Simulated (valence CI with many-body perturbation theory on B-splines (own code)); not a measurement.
**Energy levels of Ba XXV**

Calculated by valence CI with perturbative core correlation (CI+MBPT): four valence electrons over a frozen Dirac-Fock core [Ar] 3d10, a basis of 9 s, 9 p, 8 d, 6 f, 3 g, 1 h functions for each j, with the one-electron correlation potential Σ1 (screened to all orders), the two-electron term Σ2, the three-electron term Σ3, Breit, model QED; selected single and double excitations, second order for the rest, scaled by the run's own slope (own B-spline code, finite nucleus).

No measured spectrum was set against this ion. As an estimate, levels hold to about 250 cm⁻¹ or 0.2 % of their energy and the worst to 1 %, as in measured heavy ions of charge 2 to 7; those with d or f electrons hold less well.

Levels 1 to 32 of 32, with energies above the lowest level, (4s^2 4p1/2^2) J=0. "Leading %" is the weight of the configuration and term that name the level; weights of strongly mixed levels are sums over their largest components and can fall short, so below about 35 % the name and the second component can differ from the true leading terms, or belong to a minority configuration. In the jj column 3d3/2^4 stands for four electrons in 3d with j = 3/2. Lifetimes count E1, E2, E3, M1 and M2 decay at the calculated energies, and are blank where another channel may lead or the interval is too uncertain; long ones can be off by a factor of two.

```tsv
No.	Configuration	Term	J	E (cm⁻¹)	Leading %	Second component	Lifetime	Leading jj
1	4s²4p²	³P	0	0	76	23 % 4s²4p² ¹S		4s^2 4p1/2^2 (97 %)
2	4s²4p²	³P	1	143430	99		24.6 μs	4s^2 4p1/2 4p3/2 (99 %)
3	4s²4p²	¹D	2	164830	56	43 % 4s²4p² ³P	2.61 ms	4s^2 4p1/2 4p3/2 (98 %)
4	4s²4p²	³P	2	324570	56	42 % 4s²4p² ¹D	11.5 μs	4s^2 4p3/2^2 (97 %)
5	4s²4p²	¹S	0	374590	75	23 % 4s²4p² ³P	6.33 μs	4s^2 4p3/2^2 (97 %)
6	4s4p³	⁵S°	2	571530	57	31 % 4s4p³ ³P°	216 ps	4s 4p1/2^2 4p3/2 (84 %)
7	4s4p³	³D°	1	648400	53	22 % 4s4p³ ³P°	22.4 ps	4s 4p1/2^2 4p3/2 (82 %)
8	4s4p³	³D°	2	711110	54	31 % 4s4p³ ⁵S°	94.7 ps	4s 4p1/2 4p3/2^2 (85 %)
9	4s4p³	³D°	3	749480	94	5 % 4s²4p4d ³D°	98.6 ps	4s 4p1/2 4p3/2^2 (94 %)
10	4s4p³	³P°	0	793700	95		27.1 ps	4s 4p1/2 4p3/2^2 (95 %)
11	4s4p³	³P°	1	811660	54	24 % 4s4p³ ³D°	16.1 ps	4s 4p1/2 4p3/2^2 (85 %)
12	4s4p³	¹D°	2	813170	46	17 % 4s4p³ ³D°	22.0 ps	4s 4p1/2 4p3/2^2 (68 %)
13	4s4p³	³S°	1	857660	44	31 % 4s4p³ ¹P°	5.26 ps	4s 4p1/2 4p3/2^2 (83 %)
14	4s²4p4d	³F°	2	900940	71	9 % 4s²4p4d ¹D°	28.7 ps	4s^2 4p1/2 4d3/2 (76 %)
15	4s4p³	³P°	2	945930	39	27 % 4s4p³ ¹D°	20.2 ps	4s 4p3/2^3 (67 %)
16	4s²4p4d	³F°	3	963120	78	10 % 4s²4p4d ³D°	17.3 ps	4s^2 4p1/2 4d5/2 (83 %)
17	4s²4p4d	³D°	1	983740	47	23 % 4s²4p4d ³P°	2.67 ps	4s^2 4p1/2 4d3/2 (89 %)
18	4s²4p4d	³P°	2	985200	50	20 % 4s²4p4d ³D°	4.58 ps	4s^2 4p1/2 4d5/2 (84 %)
19	4s4p³	¹P°	1	1029100	44	32 % 4s4p³ ³S°	4.67 ps	4s 4p3/2^3 (73 %)
20	4s²4p4d	³F°	4	1089600	98		26.0 μs	4s^2 4p3/2 4d5/2 (98 %)
21	4s²4p4d	³D°	2	1106900	39	39 % 4s²4p4d ¹D°	3.17 ps	4s^2 4p3/2 4d3/2 (75 %)
22	4s²4p4d	³P°	0	1118400	94		3.68 ps	4s^2 4p3/2 4d3/2 (94 %)
23	4s²4p4d	³D°	3	1124900	57	20 % 4s²4p4d ³F°	2.98 ps	4s^2 4p3/2 4d3/2 (62 %)
24	4s²4p4d	³P°	1	1131700	64	23 % 4s²4p4d ³D°	3.29 ps	4s^2 4p3/2 4d3/2 (77 %)
25	4s²4p4d	³P°	2	1152900	44	27 % 4s²4p4d ³D°	3.95 ps	4s^2 4p3/2 4d5/2 (72 %)
26	4s²4p4d	¹F°	3	1199300	70	26 % 4s²4p4d ³D°	2.79 ps	4s^2 4p3/2 4d5/2 (72 %)
27	4s²4p4d	¹P°	1	1219000	74	12 % 4s²4p4d ³D°	3.79 ps	4s^2 4p3/2 4d5/2 (82 %)
28	4p⁴	³P	2	1257600	55	22 % 4p⁴ ¹D	16.9 ps	4p1/2^2 4p3/2^2 (78 %)
29	4s4p²4d	⁵F	1	1313200	65	19 % 4s4p²4d ³D	95.5 ps	4s 4p1/2^2 4d3/2 (82 %)
30	4p⁴	¹S	0	1317300	44	42 % 4p⁴ ³P	10.9 ps	4p1/2^2 4p3/2^2 (83 %)
31	4s4p²4d	⁵F	2	1331000	49	20 % 4s4p²4d ⁵D	35.8 ps	4s 4p1/2^2 4d3/2 (57 %)
32	4s4p²4d	⁵F	3	1367900	36	33 % 4s4p²4d ⁵D	24.1 ps	4s 4p1/2^2 4d5/2 (72 %)
```

The ionisation energy to 4s²4p ²P°1/2 of the next ion comes out as 809.86 eV (NIST: 809 ± 4 eV (theoretical)). All 32 levels together are meant to be complete up to 1384200 cm⁻¹.
